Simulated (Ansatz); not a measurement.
Two isomers of CH6AlNSi: A = `C[N]1[AlH][SiH2]1`, B = `[AlH2]/[N]=C\[SiH3]`.

Computed with Ansatz on PBE0-D4/def2-TZVP structures; ΔE is electronic, products minus reactants. CCSD(T)/CBS is the MP2 limit (def2-TZVPP, def2-QZVPP) plus CCSD(T) − MP2 in def2-TZVPP, frozen cores. DFT in def2-TZVPP.

Task: Which is lower in electronic energy at CCSD(T)/CBS, and by how much? (Estimate.)

Result: Computed: A, by 8.8 kcal/mol.

Task: Give E(B) − E(A) in kcal/mol with LDA (SPW92), CCSD(T)/def2-SVP, PBE0-D4, CCSD/def2-TZVPP, BLYP-D4, HF/def2-TZVPP, PBE-D4. (An estimate is asked.)

Result: The calculation gave: LDA (SPW92) 17.4, CCSD(T)/def2-SVP 5.0, PBE0-D4 12.9, CCSD/def2-TZVPP 7.5, BLYP-D4 3.5, HF/def2-TZVPP -1.0, PBE-D4 11.6. The order is the other way round with HF/def2-TZVPP.

Task: Does the order hold for the free energy at 298.15 K (harmonic terms from PBE0-D4)? (Estimate.)

Result: Computed: Yes: G(B) − G(A) = +2.1 kcal/mol.

Largest T1 diagnostic: 0.015.

From BLYP to BHLYP (50 % exact exchange), in def2-TZVPP and without D4, E(B) − E(A) moves by +2.5 kcal/mol. Leaving LDA and LC-ωPBE aside and taking each functional with its dispersion term where it has one, the values, not all of them listed here, spread over 9.6 kcal/mol, from BLYP-D4 to PBE-QIDH. LDA lies +6.1 kcal/mol from PBE without D4.
